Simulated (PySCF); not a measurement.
Computed shifts of a molecule CH7NOSi2, PBE0/pcSseg-1 (PySCF), GIAO, gas phase, atoms alike by connectivity averaged where their shifts nearly agree, in ppm (number of nuclei): ¹³C: 28.4 (1). ¹⁵N: 14.6 (1). ²⁹Si: -3.3 (1), -12.6 (1). ¹H: 5.56 (2), 5.40 (2), 2.89 (2), 0.20 (1). References: ¹³C against TMS (σ = 186.3 ppm); ¹⁵N against NH3 (σ = 267.4 ppm); ²⁹Si against TMS (σ = 352.7 ppm); ¹⁷O against H2O (σ = 334.2 ppm); ¹H against TMS (σ = 31.56 ppm), references at their B3LYP-D3(BJ)/def2-TZVP geometries, non-relativistic. The structure is a stationary point at PBE0-D3(BJ)/def2-SVP. Other conformers were not sampled.

**Question.** Which molecule gave these data?
A. C1N[SiH2]O[SiH2]1
B. O[Si@@H]1NC[SiH2]1
C. C1O[SiH2]N[SiH2]1
D. N[Si@@H]1C[SiH2]O1

**Answer.** A, C1N[SiH2]O[SiH2]1
